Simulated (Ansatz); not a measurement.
Gas-phase electronic energies from Ansatz, PBE0-D4/def2-TZVP geometries. CCSD(T)/CBS adds triple-zeta CCSD(T) − MP2 to the extrapolated MP2 energy (def2 sets, frozen cores). This one scheme is used for every species. Functionals use def2-TZVPP. Each species was taken in one conformer, which may not be the lowest.

`BB[SiH3]` + `OBF` → `OBB[SiH3]` + `BF`  (redistribution)

CCSD(T)/CBS gives +8.1 kcal/mol.

(1) Another level gave +8.4 kcal/mol. Which?
A. B2PLYP/def2-TZVPP
B. SCS-MP2/def2-TZVPP
C. PBE/def2-TZVPP
D. r2SCAN/def2-TZVPP

(2) What do rigid-rotor, harmonic-oscillator terms from PBE0-D4/def2-TZVP frequencies (298.15 K, 1 bar) make of the CCSD(T)/CBS value? (Estimate.)

Largest T1 diagnostic among the species: 0.015.

Results:

(1) A. B2PLYP 8.4, PBE 9.7, r2SCAN 10.7, SCS-MP2/def2-TZVPP 7.1 kcal/mol.

(2) The calculation gave: ΔZPE = +0.3 kcal/mol, ΔH = +8.6 kcal/mol, ΔS = -9 J/(mol·K), ΔG = +9.2 kcal/mol.

At CCSD(T), def2-SVP lies −1.5 kcal/mol from the extrapolated value and def2-TZVPP −0.3 kcal/mol. Leaving LDA and LC-ωPBE aside and taking each functional with its dispersion term where it has one, the values, not all of them listed here, spread over 2.8 kcal/mol, from ωB97X-V to B97M-V. LDA lies +1.7 kcal/mol from PBE without D4.
